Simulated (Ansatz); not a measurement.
## Ansatz (development build ahead of 0.2.0) run

```yaml
crystal:
  periodic: [false, false, false]
  atoms:
    - { symbol: Cr, position_ang: [0.0, 0.0, 0.0] }
    - { symbol: "N", position_ang: [0.0, 0.0, 3.088] }
basis:
  gaussian: { orbitals: pcseg-2 }
magnetization:
  initial_magnetization: 3
hamiltonian:
  xc: { name: wB97X }
```

The input is written out in the form of the current development build from the run's settings.

Output:

```yaml
Converged: yes
Total_energy: -1098.86892 hartree
Spin_squared_of_the_determinant: 3.750
Stability_test: minimum among restricted orbitals
```

Caution: stretched shape with no unrestricted run beside it, a lower state can exist; other spin multiplicities were not run.
